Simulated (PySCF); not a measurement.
Computed shifts of a molecule C3H6GeO, PBE0/pcSseg-1 run with PySCF, GIAO, gas phase, atoms alike by connectivity averaged where their shifts nearly agree, in ppm (number of nuclei): ¹³C: 180.6 (1), 103.6 (1), 6.5 (1). ¹H: 7.68 (1), 6.73 (1), 5.23 (1), 1.24 (3). References: ¹³C against TMS (σ = 186.3 ppm); ⁷³Ge against GeH4 (σ = 1658.3 ppm); ¹⁷O against H2O (σ = 334.2 ppm); ¹H against TMS (σ = 31.56 ppm), references at their B3LYP-D3(BJ)/def2-TZVP geometries, non-relativistic. Geometry optimised at B3LYP-D3(BJ)/def2-SVP. The values are those of a single conformer.

**Question.** Which molecule gave these data?
A. [GeH3][C]1=COC1
B. C=C=[CH][GeH2][OH]
C. O=[C]1C[CH2][GeH2]1
D. [CH3][Ge@H]1[CH]=C[O]1

**Answer.** D, [CH3][Ge@H]1[CH]=C[O]1
